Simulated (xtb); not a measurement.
C$_{8}$H$_{11}$, doublet, geometry from GFN2-xTB. Base run: xtb with GFN2-xTB.

Input for xtb:
```
$ xtb mol.xyz --gfn 2 --uhf 1 --json

# file mol.xyz
19

C     -0.68815944     1.44991700     0.00095012
C      0.56583363     1.73356518     0.08871167
C      1.79109929     0.82554795     0.02487085
C      1.50500812    -0.60403953    -0.43816026
C      0.68712500    -1.36153488     0.56004900
C     -0.63005444    -1.50643390     0.52504570
C     -1.52106882    -0.88989058    -0.50082297
C     -1.84058581     0.59003881    -0.12756873
H      0.86302146     2.77101086     0.24522411
H      2.24134249     0.80682351     1.02225618
H      2.51200778     1.28723892    -0.65609232
H      0.99788479    -0.56333120    -1.40313238
H      2.46151711    -1.11561175    -0.57772975
H      1.24644255    -1.80315380     1.37471746
H     -1.12555719    -2.05542199     1.31466840
H     -1.05287984    -0.90382031    -1.48591503
H     -2.46618753    -1.43242675    -0.56048331
H     -2.38269051     0.59355470     0.82431665
H     -2.51008613     0.99211757    -0.89628244
```

Variants of this job, named by their change:

```
change           ΔE vs base (kcal/mol)  dipole (D)  G_solv (kcal/mol)  SCF cycles
---------------  ---------------------  ----------  -----------------  ----------
base                             0.000        0.37                  -          10
alpb = methanol                  -5.30        0.43              -5.37          11
alpb = dmf                       -6.11        0.40              -6.15          11
acc = 0.1                        0.000        0.37                  -          12
acc = 0.0001                     0.000        0.37                  -          18
etemp = 3000                    -0.223        0.37                  -          10
etemp = 1000                     0.000        0.37                  -          10
```

ALPB and GBSA are two models with their own fitted parameters for each solvent, which aren't always the measured dielectric constant.
